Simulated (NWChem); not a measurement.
System: SiH2Br2; SMILES Br[SiH2]Br

Input file for NWChem:

```
start job
memory heap 200 mb stack 900 mb global 1100 mb
geometry units angstroms noautoz
  Si     0.000000     0.000000    -0.994711
  Br    -1.825583     0.000000     0.261197
  Br     1.825583     0.000000     0.261197
  H      0.000000     1.232612    -1.821612
  H      0.000000    -1.232612    -1.821612
end
basis spherical
  * library pcseg-2
end
dft
  xc xtpss03 ctpss03
  iterations 150
  mulliken
end
task dft energy
```

NWChem printed, in part:

```
             Northwest Computational Chemistry Package (NWChem) 7.3.0
             --------------------------------------------------------

 C2V symmetry detected

                             Geometry "geometry" -> ""
                             -------------------------

 Output coordinates in angstroms (scale by  1.889725989 to convert to a.u.)

  No.       Tag          Charge          X              Y              Z
 ---- ---------------- ---------- -------------- -------------- --------------
    1 Si                  14.0000     0.00000000     0.00000000    -1.00302044
    2 Br                  35.0000    -1.82558300     0.00000000     0.25288756
    3 Br                  35.0000     1.82558300     0.00000000     0.25288756
    4 H                    1.0000     0.00000000     1.23261200    -1.82992144
    5 H                    1.0000     0.00000000    -1.23261200    -1.82992144

 Effective nuclear repulsion energy (a.u.)     446.2158557509

      Symmetry information
      --------------------

 Group name             C2v
 Group number             16
 Group order               4
 No. of unique centers     3

                                 NWChem DFT Module
                                 -----------------

 Summary of "ao basis" -> "ao basis" (spherical)
 ------------------------------------------------------------------------------
       Tag                 Description            Shells   Functions and Types
 ---------------- ------------------------------  ------  ---------------------
 Si                         pcseg-2                 12       34   5s4p2d1f
 Br                         pcseg-2                 15       43   6s5p3d1f
 H                          pcseg-2                  6       14   3s2p1d

      Symmetry analysis of basis
      --------------------------

        a1         54
        a2         21
        b1         41
        b2         32

            General Information
            -------------------
          SCF calculation type: DFT
          Wavefunction type:  closed shell.
          No. of atoms     :     5
          No. of electrons :    86
           Alpha electrons :    43
            Beta electrons :    43
          Charge           :     0
          Spin multiplicity:     1
          Use of symmetry is: on ; symmetry adaption is: on
          Maximum number of iterations: 150
          AO basis - number of functions:   148
                     number of shells:    54
          Convergence on energy requested:  1.00D-06
          Convergence on density requested:  1.00D-05
          Convergence on gradient requested:  5.00D-04

              XC Information
              --------------
                  TPSS metaGGA Exchange Functional  1.000
             TPSS03 metaGGA Correlation Functional  1.000

             Grid Information
             ----------------
          Grid used for XC integration:  medium
          Radial quadrature: Mura-Knowles
          Angular quadrature: Lebedev.
          Tag              B.-S. Rad. Rad. Pts. Rad. Cut. Ang. Pts.
          ---              ---------- --------- --------- ---------
          Si                  1.10       88           9.0       590
          Br                  1.15      112          11.0       590
          H                   0.35       45          10.0       434
          Grid pruning is: on
          Number of quadrature shells:   245
          Spatial weights used:  Erf1

      Superposition of Atomic Density Guess
      -------------------------------------

 Sum of atomic energies:       -5434.67059696

      Non-variational initial energy
      ------------------------------

 Total energy =   -5435.351274
 1-e energy   =   -8459.090260
 2-e energy   =    2577.523131
 HOMO         =      -0.358649
 LUMO         =       0.024728

      Symmetry analysis of molecular orbitals - initial
      -------------------------------------------------

  Numbering of irreducible representations:

     1 a1          2 a2          3 b1          4 b2

  Orbital symmetries:

     1 a1          2 b1          3 a1          4 a1          5 b1
     6 a1          7 b1          8 a1          9 b2         10 b1
    11 a2         12 a1         13 b1         14 a1         15 b1
    16 a1         17 b2         18 b1         19 a2         20 a1
    21 b2         22 a1         23 b1         24 a1         25 b1
    26 a1         27 b2         28 a2         29 b1         30 a1
    31 b2         32 a2         33 b1         34 a1         35 b1
    36 a1         37 b2         38 a1         39 b1         40 a2
    41 a1         42 b1         43 b2         44 a1         45 b1
    46 a1         47 b2         48 b2         49 a1         50 b1
    51 a1         52 b1         53 b2

     ---------------------------------------------
      Total Density - Mulliken Population Analysis
     ---------------------------------------------

    Atom       Charge   Shell Charges
 -----------   ------   -------------------------------------------------------
    1 Si  14    12.92   2.00  0.47  1.52  0.74  0.42  5.91  0.43  1.11  0.17  0.01  0.14  0.01
    2 Br  35    35.42   2.00  2.00  1.20  0.74  0.89  1.11  6.00  5.94  1.13  3.21  1.18  9.74  0.26  0.02  0.00
    3 Br  35    35.42   2.00  2.00  1.20  0.74  0.89  1.11  6.00  5.94  1.13  3.21  1.18  9.74  0.26  0.02  0.00
    4 H    1     1.12   0.37  0.59  0.15  0.00  0.02  0.00
    5 H    1     1.12   0.37  0.59  0.15  0.00  0.02  0.00

   convergence    iter        energy       DeltaE   RMS-Dens  Diis-err
 ---------------- ----- ----------------- --------- --------- ---------
 d= 0,ls=0.0,diis     1  -5438.9757540863 -5.89D+03  6.72D-03  1.23D+00
 d= 0,ls=0.0,diis     2  -5438.9171011884  5.87D-02  6.27D-03  9.63D-01
 d= 0,ls=0.0,diis     3  -5439.0054214932 -8.83D-02  2.40D-03  2.27D-01
 d= 0,ls=0.0,diis     4  -5439.0406985576 -3.53D-02  2.25D-04  2.05D-03
 d= 0,ls=0.0,diis     5  -5439.0409962303 -2.98D-04  4.10D-05  7.64D-05
  Resetting Diis
 d= 0,ls=0.0,diis     6  -5439.0410032466 -7.02D-06  1.40D-05  4.24D-06
 d= 0,ls=0.0,diis     7  -5439.0410038169 -5.70D-07  6.27D-06  3.00D-07

         Total DFT energy =    -5439.041003816863
      One electron energy =    -8458.504473318693
           Coulomb energy =     2777.486613878537
    Exchange-Corr. energy =     -204.239000127621
 Nuclear repulsion energy =      446.215855750913

 Numeric. integr. density =       86.000006889914

                  Occupations of the irreducible representations
                  ----------------------------------------------

                     irrep           alpha         beta
                     --------     --------     --------
                     a1               17.0         17.0
                     a2                5.0          5.0
                     b1               14.0         14.0
                     b2                7.0          7.0

                       DFT Final Molecular Orbital Analysis
                       ------------------------------------

 Vector   41  Occ=2.000000D+00  E=-2.852896D-01  Symmetry=a2
              MO Center=  1.1D-13, -3.7D-15,  2.1D-01, r^2= 4.7D+00
   Bfn.  Coefficient  Atom+Function         Bfn.  Coefficient  Atom+Function
  ----- ------------  ---------------      ----- ------------  ---------------
    51      0.413887  2 Br py                94     -0.413887  3 Br py
    45     -0.258881  2 Br py                88      0.258881  3 Br py
    54      0.213108  2 Br py                97     -0.213108  3 Br py
    48      0.208498  2 Br py                91     -0.208498  3 Br py
    42      0.079753  2 Br py                85     -0.079753  3 Br py

 Vector   42  Occ=2.000000D+00  E=-2.770498D-01  Symmetry=b1
              MO Center= -4.9D-14,  2.0D-15,  1.8D-01, r^2= 4.9D+00
   Bfn.  Coefficient  Atom+Function         Bfn.  Coefficient  Atom+Function
  ----- ------------  ---------------      ----- ------------  ---------------
    50      0.319264  2 Br px                93      0.319264  3 Br px
    52      0.283554  2 Br pz                95     -0.283554  3 Br pz
    44     -0.195190  2 Br px                87     -0.195190  3 Br px
    46     -0.178387  2 Br pz                89      0.178387  3 Br pz
    47      0.157281  2 Br px                90      0.157281  3 Br px

 Vector   43  Occ=2.000000D+00  E=-2.769204D-01  Symmetry=b2
              MO Center= -1.2D-13, -8.2D-15, -1.6D-01, r^2= 4.9D+00
   Bfn.  Coefficient  Atom+Function         Bfn.  Coefficient  Atom+Function
  ----- ------------  ---------------      ----- ------------  ---------------
    51      0.375954  2 Br py                94      0.375954  3 Br py
    45     -0.233997  2 Br py                88     -0.233997  3 Br py
    48      0.189110  2 Br py                91      0.189110  3 Br py
    54      0.184793  2 Br py                97      0.184793  3 Br py
   122     -0.175588  4 H  s                136      0.175588  5 H  s

 Vector   44  Occ=0.000000D+00  E=-5.211269D-02  Symmetry=a1
              MO Center=  5.6D-14,  4.4D-15, -4.0D-01, r^2= 5.3D+00
   Bfn.  Coefficient  Atom+Function         Bfn.  Coefficient  Atom+Function
  ----- ------------  ---------------      ----- ------------  ---------------
     5      0.844171  1 Si s                 14      0.445138  1 Si pz
     4      0.437633  1 Si s                 17      0.425788  1 Si pz
    40     -0.386458  2 Br s                 83     -0.386458  3 Br s
    53     -0.368321  2 Br px                96      0.368321  3 Br px
     3     -0.262561  1 Si s                 50     -0.262503  2 Br px

[...]
```

Level: TPSS/pcseg-2. The geometry was optimised at PBE0/def2-SVP.
